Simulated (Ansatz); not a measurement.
Species: CH4B, charge 0, doublet. CH4B (SMILES [CH2]B, doublet).
B3LYP-D3(BJ)/def2-TZVP minimum from Ansatz (an electronic-structure program):
```
B
H 1 1.1929
H 1 1.1929 2 119.39
C 1 1.5225 2 120.30 3 180.00
H 4 1.0861 1 123.12 2 -167.06
H 4 1.0861 5 113.75 1 180.00
```
Charge 0, spin multiplicity 2.

Total energies in cc-pVTZ, 11 correlated electrons, 2 frozen orbitals. Radicals and triplets start from unrestricted determinants; spin-orbit coupling is neglected. Correlated methods leave the cores frozen. No relativity.

| method | program | energy (Eh) | minus CCSDT(Q) (mEh) |
|---|---|---|---|
| HF | Ansatz | -64.84764 | 291.27 |
| MP2 | Ansatz | -65.09627 | 42.64 |
| CCSD | Ansatz | -65.12924 | 9.67 |
| CCSD(T) | Ansatz | -65.13779 | 1.12 |
| CCSDT(Q) | Ansatz | -65.13891 | 0.00 |

Rough core times of Ansatz's runs on a shared machine: CCSD(T) under 20 s, CCSDT(Q) 20 min.
